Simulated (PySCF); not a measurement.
Compound: (H2B-mu-NH2)2.
Geometry (PBE0-D3(BJ)/def2-SVP, Å), atoms numbered from 1 in this order:
```
atom  x, y, z in Å
B1    -0.1598    1.0649   -0.1956
H2    -0.2123    1.5179   -1.3255
H3    -0.3095    1.8876    0.6905
N4     1.1490    0.1782    0.0279
B5     0.1794   -1.0795    0.2005
H6     0.3276   -1.8938   -0.6933
H7     0.2335   -1.5428    1.3261
N8    -1.1302   -0.1911   -0.0152
H9     1.6944    0.4155    0.8514
H10    1.7799    0.1316   -0.7667
H11   -1.7541   -0.1427    0.7850
H12   -1.6823   -0.4286   -0.8340
```

Computed at PBE0/pcSseg-1 (PySCF, non-relativistic), with Q(11B) = 0.04059 b, Q(14N) = 0.02044 b: B1, 11B (I = 3/2): χzz = -1.923 MHz, η = 0.661; N4, 14N (I = 1): χzz = -2.506 MHz, η = 0.493.

Question: Where would the pure quadrupole (NQR) lines of 11B at B1 fall for the rigid, isolated species?

Answer: From ν = (|χ|/2)√(1 + η²/3): ν = 1.029 MHz (boron bonded to 2 N and 2 H).

Question: Find the zero-field quadrupole resonance frequencies of 14N at N4.

Answer: From ν± = (3/4)|χ|(1 ± η/3) and ν0 = |χ|η/2: ν+ 2.189 MHz, ν− 1.570 MHz, ν0 0.618 MHz (nitrogen bonded to 2 B and 2 H).

In a crystal, neighbours and librations shift these lines. These gradients aren't converged with respect to the basis.

These values come from a run that also computed NMR shieldings. The run took 9.9 s (grids of density and orbitals included) on an Intel Xeon Platinum 8488C with one thread, shared host, and the process peaked at 0.51 GiB of memory.

One conformer stands for the species.
